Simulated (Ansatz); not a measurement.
Computed with Ansatz on PBE0-D4/def2-TZVP structures; ΔE is electronic, products minus reactants. CCSD(T)/CBS adds triple-zeta CCSD(T) − MP2 to the extrapolated MP2 energy (def2 sets, frozen cores). This one scheme is used for every species. Functionals use def2-TZVPP. B3LYP here is the variant with VWN-RPA as its local correlation; programs differ in this. For Se outer-core shells are correlated without core-valence functions, which leaves a few kJ/mol of doubt a bond. Scalar relativity is left out up to krypton. Each species was taken in one conformer, which may not be the lowest.

Reaction (ligand exchange at the Si–Se bond): `CS[SiH2][SeH]` + H₂S → `CS[SiH2]S` + H₂Se

| level | ΔE (kJ/mol) |
| --- | --- |
| PBE-D4 | 0.1 |
| B3LYP-D4 | -0.1 |
| B2PLYP | -0.7 |
| r2SCAN | -1.4 |
| HF/def2-TZVPP | -1.2 |
| SCS-MP2/def2-TZVPP | 0.5 |
| HF/CBS(def2) | -1.2 |
| CCSD/CBS(def2) | 2.5 |

(1) What does CCSD(T)/CBS give? (Best estimate.)

Largest T1 diagnostic among the species: 0.011.

Results:

(1) Ansatz gave: +2.4 kJ/mol. The listed levels differ from it by -2.3, -2.5, -3.1, -3.8, -3.6, -1.9, -3.6, 0.1 kJ/mol.
